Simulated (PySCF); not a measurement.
# Computed data sheet: `C#C[C@H](F)C(=O)NC`

Compound: C₅H₆FNO.
Atom-mapped SMILES: `[CH:1]#[C:2][C@H:3]([F:4])[C:5](=[O:6])[NH:7][CH3:8]` (hydrogens: H9 on C1; H10 on C3; H11 on N7; H12, H13, H14 on C8)

Some functional groups and rings: amide, alkyne and C–F bond.

From GFN2-xTB geometry:

```
Point group of the GFN2-xTB geometry                  : C1
Rotational constants A, B, C of the GFN2-xTB geometry : 3.141, 1.406, 1.261 GHz
```

PBE0/def2-SVPD ground state and vertical TDDFT (core frozen in the response) (PySCF):

```
Dipole moment                                                     : 2.62 D
HOMO energy                                                       : -7.70 eV
LUMO energy                                                       : -0.41 eV
HOMO–LUMO gap                                                     : 7.29 eV
Lowest singlet excitation                                         : 5.54 eV (224 nm, f = 0.005)
Strongest line among the 6 lowest singlet transitions             : S5 at 6.96 eV (178 nm, f = 0.023)
Lowest triplet excitation (Tamm–Dancoff)                          : 5.04 eV
Static isotropic polarisability                                   : 70.2 au
Electronic spatial extent ⟨r²⟩ about the centre of nuclear charge : 1012 bohr²
```

From PBE0/pcSseg-1 ground state and GIAO shieldings, non-relativistic (PySCF):

```
Lowest Hirshfeld atomic charge                              : -0.29 e on O6
Highest Hirshfeld atomic charge                             : +0.16 e on C5
13C chemical shifts (computed TMS as zero) by class         : 166.8 (C5), 86.1 (C1), 85.2 (C3), 82.8 (C2), 26.4 (C8) ppm
1H chemical shifts (computed TMS as zero) by class          : 5.47 (H11), 5.46 (H10), 3.16 (H12/H13/H14), 2.18 (H9) ppm
Isotropic shieldings of nuclei other than C and H, by class : 152 (N7), -51 (O6), 384 (F4) ppm
Mayer bond orders between heavy atoms                       : C1–C2 2.56, C2–C3 0.95, C3–F4 0.89, C3–C5 0.97, C5–O6 1.92, C5–N7 1.17, N7–C8 0.94
```

Monoisotopic mass from the formula: 115.0433 u.

The largest Löwdin shares of the LUMO are 0.23 on C1, 0.19 on C2, 0.12 on C5 and 0.12 on C3. The 6 singlets span 5.54 to 6.98 eV, and their oscillator strengths add up to 0.08. The largest Löwdin shares of the HOMO are 0.51 on O6, 0.10 on C1, 0.10 on C5 and 0.08 on C3. The rotational constants make it an asymmetric top with κ = (2B − A − C)/(A − C) = -0.85, nearer the prolate limit (−1).

The structure is a single GFN2-xTB conformer in the gas phase; no vibrational or solvent corrections. NMR classes are plain means over equivalent atoms (diastereotopic ones count apart unless rotation or inversion swaps them), as if these changed places fast; in this geometry the members of some classes differ.

Conformer computed: `[CH:1]#[C:2][C@H:3]([F:4])[C:5](=[O:6])[NH:7][CH3:8]`: C2–C3–C5–O6 -84°, C3–C5–N7–C8 180°.
